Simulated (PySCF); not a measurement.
A failing input for CrH3

```python
from pyscf import gto, scf

mol = gto.M(
    atom='Cr 0 0 -0.0343; H 1.5432 0 0.5893; H -0.7716 1.3364 0.5893; H -0.7716 -1.3364 0.5893',
    basis='6-31g',
    charge=0,
    spin=3,
    symmetry=True,
    verbose=4,
)
mf = scf.ROHF(mol)
mf.max_cycle = 1
mf.kernel()
mf.analyze()
print('orbital energies (hartree):', mf.mo_energy[..., max(0, mol.nelec[1]-3):mol.nelec[0]+3].round(4))
```

```bash
$ OMP_NUM_THREADS=1 python input.py
```

The log, shortened:

```
[earlier lines left out]
MO #10  (A'  #8 ) energy= -0.548003665614479 | -0.548003665614476 | -0.548003665614476 occ= 2
MO #11  (A"  #3 ) energy= -0.365541927730385 | -0.365541927730384 | -0.365541927730384 occ= 2
MO #12  (A'  #9 ) energy= -0.365536379757939 | -0.365536379757939 | -0.365536379757939 occ= 2
MO #13  (A'  #10) energy= -0.196266300673319 | -0.196266300673321 | -0.196266300673321 occ= 1
MO #14  (A'  #11) energy= -0.194047749366262 | -0.194047749366263 | -0.194047749366263 occ= 1
MO #15  (A"  #4 ) energy= -0.194047197814051 | -0.194047197814052 | -0.194047197814052 occ= 1
MO #16  (A'  #12) energy= -0.124503282828361 | -0.124503282828358 | -0.124503282828358 occ= 0
MO #17  (A"  #5 ) energy= -0.124497590246627 | -0.124497590246626 | -0.124497590246626 occ= 0
MO #18  (A'  #13) energy= -0.0177825353895305 | -0.0177825353895335 | -0.0177825353895335 occ= 0
[15 lines left out]
 ** Mulliken pop on meta-lowdin orthogonal AOs  **
 ** Mulliken pop  **
pop of  0 Cr 1s           2.00000
pop of  0 Cr 2s           2.00000
pop of  0 Cr 3s           1.99985
pop of  0 Cr 4s           0.92717
pop of  0 Cr 5s           0.00972
pop of  0 Cr 2px          2.00000
pop of  0 Cr 2py          2.00000
pop of  0 Cr 2pz          2.00000
pop of  0 Cr 3px          1.99966
pop of  0 Cr 3py          1.99966
pop of  0 Cr 3pz          1.99963
pop of  0 Cr 4px          0.00875
[21 lines left out]
 ** Mulliken atomic charges  **
charge of    0Cr =      0.62105
charge of    1H =     -0.20702
charge of    2H =     -0.20701
charge of    3H =     -0.20701
Dipole moment(X, Y, Z, Debye): -0.00001, -0.00000, -3.45038
orbital energies (hartree): [-0.548  -0.3655 -0.3655 -0.1963 -0.194  -0.194  -0.1245 -0.1245 -0.0178]
```

Question: Which setting is at fault, why, and what does a mended input give?

Answer: The cycle limit (1): the limit is below the number of cycles that the SCF needs. With this edit
```diff
- mf.max_cycle = 1
```
the run finishes: E(SCF) = -1044.793028 Eh, 14 cycles, μ(SCF) = 4.54 D.

No search for the lowest solution was made, and open d or f shells often end in a higher one.
